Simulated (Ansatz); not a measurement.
C2H3F2NSi (`CC1=N[Si]1(F)F`). Charge 0, multiplicity 1. The geometry is a stationary point of PBE0-D4/def2-TZVP.

```xyz
9

C     1.244    0.355   -0.830
C     0.135    0.028    0.084
N     0.143   -0.049    1.392
Si   -1.415   -0.392    0.758
F    -2.626    0.591    0.980
F    -2.031   -1.840    0.833
H     2.156    0.550   -0.262
H     0.986    1.230   -1.431
H     1.409   -0.473   -1.524
```

Question: What is the dipole moment at B3LYP/def2-TZVPP? (Best estimate.)

Answer: The calculation gave: 2.51 D, with components (0.81, 0.34, -2.35) D in this frame, pointing from negative to positive charge.

Question: And with PBE, r2SCAN, ωB97M-V? (An estimate is asked.)

Answer: Ansatz gave: PBE 2.45 D, r2SCAN 2.50 D, ωB97M-V 2.48 D.

Question: Give the Mulliken charges with B3LYP, PBE, ωB97M-V in def2-TZVPP. (Best estimate.)

Answer: Computed: 
```tsv
atom	B3LYP	PBE	ωB97M-V
C1	-0.21	-0.18	-0.26
C2	0.03	0.00	0.04
N3	-0.31	-0.25	-0.32
Si4	0.77	0.64	0.76
F5	-0.29	-0.25	-0.28
F6	-0.29	-0.25	-0.28
H7	0.10	0.09	0.11
H8	0.10	0.10	0.11
H9	0.10	0.10	0.11
```

B3LYP here is the variant with VWN-RPA as its local correlation; programs differ in this.
